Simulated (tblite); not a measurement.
Species: C8H13Al.
Bonds: C1–C2 (double), C2–C3, C3–C4 (double), C3–Al5, Al5–C6, C6–C7, C7–C8, C8–C9, Al5–C9. Hydrogens: H10, H11 on C1; H12 on C2; H13, H14 on C4; H15, H16 on C6; H17, H18 on C7; H19, H20 on C8; H21, H22 on C9.

Computed with GFN2-xTB (tblite), gas phase: L-BFGS steps from a force-field or distance-geometry start until the largest atomic force falls under 0.01 eV/Å.

Step 132: E = -672.4462 eV
```
atom  x, y, z in Å  |  force x, y, z in eV/Å
C1      2.8642   -1.1790    1.0922    0.015   0.034   0.015
C2      2.9445   -0.7999   -0.1774   -0.033  -0.041  -0.013
C3      1.8354   -0.1318   -0.8465   -0.047  -0.036   0.233
C4      2.0150    0.4739   -2.0253   -0.038   0.107  -0.119
Al5     0.0196    0.0304   -0.0353    0.074   0.034  -0.034
C6     -1.4171    1.3429   -0.5295    0.072  -0.075  -0.014
C7     -2.3146    1.1406    0.7063   -0.020  -0.051   0.006
C8     -2.4168   -0.3528    1.0617   -0.003   0.014   0.026
C9     -1.0270   -0.9487    1.3663    0.001   0.010  -0.054
H10     1.9523   -1.0005    1.6500   -0.028  -0.017  -0.009
H11     3.6790   -1.6412    1.6246   -0.008  -0.021  -0.035
H12     3.8479   -0.9649   -0.7559    0.035  -0.006   0.034
H13     1.1983    0.9980   -2.5031   -0.032   0.008  -0.039
H14     2.9635    0.4999   -2.5440    0.051  -0.013  -0.050
H15    -1.9876    1.0664   -1.4245   -0.026  -0.016  -0.047
H16    -1.1706    2.4022   -0.6569   -0.015   0.010   0.051
H17    -1.8800    1.6684    1.5602   -0.008   0.010   0.015
H18    -3.3215    1.5356    0.5440   -0.007   0.058   0.004
H19    -3.0873   -0.4807    1.9167   -0.056   0.013  -0.029
H20    -2.8627   -0.8742    0.2081    0.036   0.006   0.029
H21    -0.7654   -0.7245    2.4097    0.009  -0.007  -0.032
H22    -1.0794   -2.0408    1.2965    0.027  -0.019   0.061
```

Step 133: E = -672.4482 eV
```
atom  x, y, z in Å  |  force x, y, z in eV/Å
C1      2.8718   -1.2041    1.0807    0.016   0.040  -0.001
C2      2.9471   -0.8100   -0.1849   -0.034  -0.039   0.001
C3      1.8355   -0.1306   -0.8368   -0.014   0.032   0.085
C4      2.0089    0.4997   -2.0066   -0.021   0.053  -0.018
Al5     0.0202    0.0262   -0.0275    0.075   0.013  -0.019
C6     -1.4166    1.3274   -0.5440    0.046  -0.058  -0.005
C7     -2.3160    1.1406    0.6941   -0.029  -0.024   0.007
C8     -2.4153   -0.3489    1.0652   -0.034   0.022   0.019
C9     -1.0260   -0.9371    1.3864   -0.013   0.009  -0.049
H10     1.9640   -1.0291    1.6453   -0.042  -0.016  -0.005
H11     3.6877   -1.6744    1.6028    0.010  -0.032  -0.023
H12     3.8479   -0.9704   -0.7692    0.022  -0.003   0.031
H13     1.1894    1.0328   -2.4700   -0.031   0.000  -0.030
H14     2.9558    0.5393   -2.5295    0.020  -0.022  -0.029
H15    -1.9856    1.0362   -1.4359   -0.023  -0.015  -0.034
H16    -1.1713    2.3850   -0.6887   -0.022   0.006   0.062
H17    -1.8852    1.6803    1.5430    0.004   0.001   0.002
H18    -3.3237    1.5334    0.5270    0.008   0.043  -0.008
H19    -3.0961   -0.4736    1.9132   -0.032   0.025  -0.025
H20    -2.8522   -0.8779    0.2120    0.039  -0.011   0.019
H21    -0.7711   -0.6951    2.4279    0.012  -0.017  -0.046
H22    -1.0794   -2.0303    1.3332    0.043  -0.007   0.065
```

Q: Estimate the geometry and energy of step 134. (The exact step hangs on the optimiser's Hessian estimate; all steps are aligned on step 133, rigid shifts and turns removed.)

A: E = -672.4506 eV, largest force 0.089 eV/Å
```
atom  x, y, z in Å  |  force x, y, z in eV/Å
C1      2.8875   -1.2261    1.0717    0.013   0.018   0.003
C2      2.9550   -0.8161   -0.1894   -0.025  -0.012   0.016
C3      1.8405   -0.1179   -0.8170    0.040   0.031   0.004
C4      1.9952    0.5211   -1.9860   -0.006   0.037   0.004
Al5     0.0267    0.0302   -0.0143    0.031  -0.020   0.013
C6     -1.4124    1.3138   -0.5566   -0.012  -0.023   0.005
C7     -2.3186    1.1398    0.6802   -0.030   0.012   0.022
C8     -2.4162   -0.3455    1.0659   -0.086   0.018  -0.012
C9     -1.0276   -0.9256    1.4000   -0.016   0.003  -0.034
H10     1.9861   -1.0491    1.6459   -0.040  -0.021  -0.003
H11     3.7009   -1.7173    1.5792    0.002  -0.011  -0.030
H12     3.8520   -0.9749   -0.7808   -0.013   0.003   0.019
H13     1.1689    1.0632   -2.4298   -0.003  -0.021  -0.007
H14     2.9327    0.5600   -2.5267    0.004  -0.017  -0.020
H15    -1.9759    1.0088   -1.4486   -0.010  -0.006  -0.006
H16    -1.1722    2.3713   -0.7122   -0.025   0.001   0.056
H17    -1.8933    1.6902    1.5258    0.017  -0.012  -0.012
H18    -3.3262    1.5328    0.5079    0.025   0.019  -0.029
H19    -3.1080   -0.4690    1.9067    0.014   0.045  -0.030
H20    -2.8444   -0.8820    0.2129    0.040  -0.022   0.008
H21    -0.7800   -0.6688    2.4391    0.026  -0.011  -0.019
H22    -1.0809   -2.0194    1.3639    0.056  -0.011   0.053
```

The energy changes by -0.0024 eV. The first-order estimate −F·Δx gives -0.0039 eV and the mean of the old and new forces, exact on a quadratic surface, -0.0024 eV. The step makes an angle of 83° with the force vector and moves no atom by more than 0.054 Å.

The cost below is that of the whole relaxation. The run took 1.8 s of wall time on one thread of an Arm Neoverse V1 (shared host).
